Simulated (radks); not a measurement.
The molybdenum anion Mo- inside a hard spherical wall (all orbitals vanish at R), configuration held at [Kr] 4d5 5s2 and not refilled when levels cross. Method: scalar-relativistic Kohn-Sham, r2SCAN, spin-polarised, spherical densities, finite nucleus; open shells are filled with parallel spins first (spin-orbit coupling, left out, can overturn this in heavy ions); meta-GGA in the generalised Kohn-Sham scheme; Fermi nuclear charge, rms radius 4.4091 fm; computed with a radial shooting solver on a logarithmic mesh with Libxc functionals. Eigenvalues in eV for spin up, with the zero of energy where the potential of the charges vanishes at infinity; a dash marks a level that is unbound or too diffuse for the functional's potential to be trusted. A positive occupied level is held by the wall or, in an anion where self-interaction has pushed it up, behind a barrier. The pressure on the wall is -dE/dV.

R (bohr)	E (hartree)	kinetic (hartree)	e(4s)	e(4p)	e(5s)	e(4d)	e(5p, empty)	e(6s, empty)	pressure (GPa)
12	-4049.36916	4175.321	-61.661	-35.282	0.039	0.422	3.025	4.374	0.0332
10	-4049.36198	4175.347	-61.265	-34.883	0.385	0.813	3.558	6.218	0.140
7	-4049.30381	4175.571	-59.561	-33.182	1.874	2.389	5.880	14.064	2.33
4	-4048.39860	4178.670	-49.722	-23.718	14.465	11.380	22.994	63.040	159
2	-4029.85814	4236.851	3.861	32.126	167.54	78.602	194.01	426.09	23600
1.5	-3987.98515	4349.917	83.768	120.40	417.93	181.04	451.49	916.13	163000
